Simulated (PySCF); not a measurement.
## Static response to an electric field

Species: H₁₂N₂Si₄.
Geometry (GFN2-xTB, Å), atoms numbered from 1 in this order:
```xyz
18
H12N2Si4 angstrom
N     -0.794    2.084    0.020
Si    -0.965    0.507   -0.683
Si    -3.058   -0.246   -0.028
Si     0.937   -0.595    0.059
N      0.888   -2.115   -0.778
Si     3.013    0.317   -0.418
H     -1.542    2.750   -0.086
H      0.086    2.567   -0.064
H     -0.965    0.589   -2.172
H     -4.054   -0.289   -1.107
H     -2.981   -1.625    0.474
H     -3.684    0.542    1.039
H      0.860   -0.809    1.532
H      1.660   -2.753   -0.675
H      0.029   -2.642   -0.794
H      4.166   -0.575   -0.243
H      3.114    0.819   -1.793
H      3.282    1.479    0.440
```

Level: wB97X-D/def2-SVPD (PySCF), static field, nuclei fixed, core orbitals frozen in the response. The polarisability tensor in these axes (au):

```
x   170.96   3.03  -2.83
y     3.03 121.36  -0.09
z    -2.83  -0.09 111.52
```

Q: Diagonalise the tensor; give its mean and Δα, where Δα² is half the sum of the squared differences of the eigenvalues.

A: Principal values 111.39, 121.17 and 171.28 au; mean 134.61 au = 19.95 Å³ = 22.19 × 10⁻⁴⁰ C²·m²/J; Δα = 55.64 au (41 % of the mean).

Q: What is the dipole moment?

A: 0.13 D at this geometry.

Q: Find the Langevin capture rate constant for NH4+ (18.034 u) meeting this molecule (152.008 u), k = 2.342 × 10⁻⁹ cm³/s × √(α in Å³ / reduced mass in u).

A: The reduced mass is 16.12 u, so k = 2.61 × 10⁻⁹ cm³/s.

Q: What would n − 1 = 2πNα be for an ideal gas of these molecules at 298.15 K and 1 atm, electronic part alone?

A: N = p/kT = 2.4615 × 10¹⁹ cm⁻³, so n − 1 = 2π × N × 19.95 × 10⁻²⁴ cm³ = 3085 × 10⁻⁶ at long wavelengths, for an ideal gas.

Q: Along which axes do the principal values lie, and how far do the nuclei extend along each?

A: Largest value along (1.00, 0.06, -0.05), where the nuclei span 8.14 Å; middle along (-0.06, 1.00, 0.01), 5.69 Å; least along (0.05, -0.01, 1.00), 3.79 Å. The response follows the extents in order.

Q: Form Σ f/ω² (atomic units) for the 8 lowest TDDFT singlets, given as eV and f, and set it beside the mean polarisability, which is this sum over all singlets: 5.17, 0.0132; 5.31, 0.0009; 5.90, 0.3303; 6.47, 0.0045; 6.54, 0.0046; 6.69, 0.0110; 6.91, 0.0026; 6.97, 0.0259.

A: They add up to 8.19 au, 6.1 % of the 134.61 au; the largest single term is 7.03 au, from the state at 5.90 eV. Terms in order: 0.37, 0.02, 7.03, 0.08, 0.08, 0.18, 0.04, 0.39 au. Higher excitations give the rest. The strengths listed sum to 0.393.

Q: Traceless (Buckingham) quadrupole moment about the centre of nuclear charge: eigenvalues?

A: -9.46, -3.98, 13.44 D·Å. The values depend on the origin, since the dipole doesn't vanish. The electronic extent ⟨r²⟩ about the same centre is 1965 bohr², a root-mean-square distance of 2.59 Å for the 82 electrons.

The structure is a single GFN2-xTB conformer in the gas phase; no vibrational or solvent corrections.
